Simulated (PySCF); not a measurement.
Compound: C6H12Si.
InChI=1S/C6H12Si/c1-5(2)4-6(3)7/h1-3,7H3

Computed with PySCF 2.14.0, PBE0-D3(BJ)/def2-SVP geometry optimisation, gas phase.

Masses are those of the commonest isotopes; rigid-rotor values at the optimised geometry. 

(1) Give the principal moments of inertia and the rotational constants in MHz.

(2) Classify the top.

(3) Is it planar, by Δ = Ic − Ia − Ib?

(4) Give the other two planar moments, Paa and Pbb, and the rms extents of the mass along the axes.

(5) Give the coordinates in the principal-axis frame, origin at the centre of mass.

(6) Predict some low-J microwave lines.

Results:

(1) Ia = 161.33, Ib = 467.66, Ic = 507.86 u·Å²; 505379 MHz·u·Å²/I gives A = 3133, B = 1081, C = 995.1 MHz.

(2) A near-prolate asymmetric top; Ray's κ = -0.920.

(3) Not planar: Δ = Ic − Ia − Ib = -121.14 u·Å². For a rigid frame Δ = −2 Σ m c², so Σ m c² = 60.57 u·Å² lies off the ab plane: 21.12 from hydrogen and 39.45 from heavier atoms. The atom farthest from that plane is 2.16 Å away.

(4) Paa = Σ m a² = (Ib + Ic − Ia)/2 = 407.10 and Pbb = Σ m b² = (Ia + Ic − Ib)/2 = 100.76 u·Å². With the mass M = 112.07 u, the rms extents √(P/M) along a, b and c are 1.91, 0.95, 0.74 Å.

(5) The sense of each axis is arbitrary; atoms in the order of the calculation.
```csv
atom,mass (u),a (Å),b (Å),c (Å)
C1,12.000,-2.435,0.196,-1.282
C2,12.000,-1.665,0.033,0.000
C3,12.000,-2.432,0.214,1.282
C4,12.000,-0.380,-0.251,0.001
C5,12.000,0.911,-0.499,0.000
C6,12.000,1.493,-1.892,0.008
Si7,27.977,2.068,0.982,-0.004
H8,1.008,-1.798,0.049,-2.164
H9,1.008,-2.881,1.204,-1.339
H10,1.008,-3.267,-0.526,-1.330
H11,1.008,-2.883,1.220,1.323
H12,1.008,-1.792,0.085,2.164
H13,1.008,-3.261,-0.512,1.343
H14,1.008,0.705,-2.658,0.020
H15,1.008,2.124,-2.059,-0.881
H16,1.008,2.137,-2.044,0.890
H17,1.008,2.914,0.990,1.233
H18,1.008,3.001,0.913,-1.174
H19,1.008,1.280,2.248,-0.071
```

(6) The dipole components are |μa| = 0.99 D, |μb| = 0.51 D, |μc| = 0.00 D. Intensities carry the squares of the components, which stand as 1.00 : 0.26 : 0.00 (a : b : c). Some lines, for components of 0.1 D or more:

```tsv
type	branch	J(Ka,Kc)	MHz	lower level (cm⁻¹)
a	R	1(0,1) ← 0(0,0)	2076	0.000
b	R	2(0,2) ← 1(1,1)	2097	0.138
b	Q	1(1,0) ← 1(0,1)	2137	0.069
b	Q	2(1,1) ← 2(0,2)	2226	0.208
a	R	2(1,2) ← 1(1,1)	4066	0.138
b	R	1(1,1) ← 0(0,0)	4128	0.000
a	R	2(0,2) ← 1(0,1)	4149	0.069
a	R	2(1,1) ← 1(1,0)	4237	0.141
b	R	2(1,2) ← 1(0,1)	6118	0.069
b	Q	2(2,0) ← 2(1,1)	6159	0.282
b	Q	2(2,1) ← 2(1,2)	6412	0.273
b	R	2(2,1) ← 1(1,0)	10393	0.141
b	R	2(2,0) ← 1(1,1)	10481	0.138
```

No frequency check. These are rigid-rotor constants of the computed structure; measured ground-state constants (B0) also hold zero-point vibration. A rigid rotor knows nothing of internal rotation, which can split or shift real lines.

The run took 69 s on Arm Neoverse V2, one thread, shared host with 32 logical CPUs at a one-minute load of 16, and the process peaked at 0.76 GiB of memory. That covers the optimisation of the geometry.
